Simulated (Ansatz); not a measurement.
Relaxation of AsP3SOO nortricyclane (AsP₃SO₂) with RKS PBE0-D4/def2-SVP.

```sh
$ ansatz run in.yaml --threads 2 --pin off --events-out ev --progress --plain --max-ram 32768MiB --backend cpu
```

```yaml
crystal:
  periodic: [false, false, false]
  atoms:
    - {symbol: As, position_ang: [-0.212180, -1.659400, 0.153850]}
    - {symbol: S, position_ang: [-1.974650, -0.310470, -0.132460]}
    - {symbol: P, position_ang: [-0.920620, 1.532710, -0.235220]}
    - {symbol: P, position_ang: [1.020360, 0.793560, -1.139920]}
    - {symbol: O, position_ang: [0.732560, -0.821590, -1.140230]}
    - {symbol: P, position_ang: [0.832990, 1.025730, 1.106550]}
    - {symbol: O, position_ang: [0.521540, -0.560540, 1.387430]}
basis:
  gaussian: {orbitals: def2-SVP}
hamiltonian: {xc: pbe0, dispersion: d4}
scf: {lower_state_search: "off"}
output: {orbitals: {seedname: orbitals}}
relax: {f_tol: 0.02, max_steps: 100}
```

It took 29 s on 2 threads of AMD EPYC 7R13 on a shared host.

Positions (Å) and forces (eV/Å) at steps 1, 2, 3, 4, 6 of 6:

```xyz
7
step=1 energy=-103591.6024 eV
As   -0.212   -1.659    0.154    0.148    0.555   -0.049
S    -1.975   -0.310   -0.132   -0.179    0.304   -0.047
P    -0.921    1.533   -0.235   -0.228   -0.070   -0.011
P     1.020    0.794   -1.140   -0.060    0.327   -0.167
O     0.733   -0.822   -1.140    0.236   -0.781   -0.343
P     0.833    1.026    1.107   -0.082    0.350    0.085
O     0.522   -0.561    1.387    0.167   -0.685    0.533
7
step=2 energy=-103591.6092 eV
As   -0.226   -1.611    0.148    0.193   -0.504    0.065
S    -2.017   -0.277   -0.140    0.247    0.063    0.015
P    -0.944    1.542   -0.238    0.060   -0.229    0.029
P     0.992    0.781   -1.153    0.249    0.544   -0.030
O     0.802   -0.857   -1.138   -0.496   -0.214   -0.061
P     0.802    1.016    1.117    0.250    0.540   -0.041
O     0.591   -0.595    1.404   -0.503   -0.200    0.024
7
step=3 energy=-103591.6530 eV
As   -0.212   -1.635    0.151    0.159    0.074    0.003
S    -1.991   -0.290   -0.136    0.004    0.119   -0.012
P    -0.933    1.537   -0.237   -0.006   -0.129    0.013
P     1.007    0.794   -1.151    0.003    0.030   -0.028
O     0.763   -0.849   -1.157   -0.083   -0.061    0.035
P     0.818    1.028    1.115   -0.002    0.034    0.021
O     0.548   -0.584    1.414   -0.075   -0.065   -0.033
7
step=4 energy=-103591.6540 eV
As   -0.206   -1.637    0.152    0.048    0.115   -0.009
S    -1.995   -0.287   -0.137    0.089    0.047    0.003
P    -0.932    1.535   -0.236   -0.011   -0.096    0.009
P     1.007    0.794   -1.151   -0.007    0.022   -0.023
O     0.761   -0.850   -1.158   -0.058   -0.054    0.034
P     0.818    1.028    1.115   -0.010    0.025    0.017
O     0.547   -0.584    1.415   -0.052   -0.059   -0.030
7
step=6 energy=-103591.6549 eV
As   -0.204   -1.634    0.152   -0.003    0.000    0.000
S    -1.991   -0.285   -0.137   -0.001   -0.004    0.000
P    -0.931    1.531   -0.236    0.010    0.000    0.001
P     1.007    0.794   -1.153   -0.003    0.003   -0.007
O     0.759   -0.851   -1.158    0.000   -0.001    0.002
P     0.818    1.029    1.117   -0.004    0.004    0.005
O     0.544   -0.585    1.415    0.001   -0.001   -0.002
```
